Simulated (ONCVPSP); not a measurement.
## praseodymium (Pr): ONCV pseudisation with PBE, fully relativistic reference atom.

Pr (Z = 59), optimised norm-conserving Vanderbilt (ONCV), made with ONCVPSP 4.0.1 (PBE, fully relativistic). Core [Kr], reference 4d10 4f3 5s2 5p6 6s2. Waves: 5s+6s: rc 2.85 bohr, ncon 4, nbas 8, qcut 3.2 1/bohr, 2 projectors; 5p: rc 2.70 bohr, ncon 3, nbas 6, qcut 5 1/bohr, 2 projectors, debl 2.4 Ha; 4d: rc 0.90 bohr, ncon 4, nbas 9, qcut 14.6 1/bohr, 2 projectors, debl 2.2 Ha; 4f: rc 1.05 bohr, ncon 4, nbas 8, qcut 19.5 1/bohr, 3 projectors, debl 3 Ha. Local part: polynomial inside 0.80 bohr (lpopt 5, dvloc0 4 Ha). Core correction: Teter function, fcfact 3.5, rcfact 1.25.

Open shells are filled in proportion to 2j + 1.

In the d channel the program set the typed energies aside and used -4.002, 0.250 Ha (j = l + 1/2; the other j can differ).

All-electron outer shells of the reference configuration (PBE, scalar-relativistic, ld1.x):

```
shell  level (eV)  outermost node (bohr)  outermost maximum (bohr)
   4d     -110.50                   0.30                      0.64
   5s      -39.03                   0.74                      1.35
   5p      -21.47                   0.79                      1.53
   6s       -3.46                   1.81                      3.85
   4f       -1.25                      –                      0.69
```

Calculated quality:

```json
{
 "Cutoffs needed": "144 Ha and 461 Ha (the cutoffs (Ha) at which the residual kinetic energy of the hardest occupied pseudo-wave falls to 1 and 0.1 mHa per electron)",
 "Ghost test": "ghosts flagged at negative energy: s at -300.7 eV, p3/2 at -88.1 eV, p1/2 at -69.1 eV; no localised positive-energy state flagged; a true bound ghost makes a file unfit for plane-wave use",
 "Configuration tests": "tests left out (the all-electron energies of this program are off by 10 to 40 meV for near-neutral 4f atoms)",
 "rms error of d²Exc/dni dnj": "7.03 mHa without and 5.54 mHa with the model core"
}
```

Generation and tests took about 7.7 s on one core of a shared server CPU.
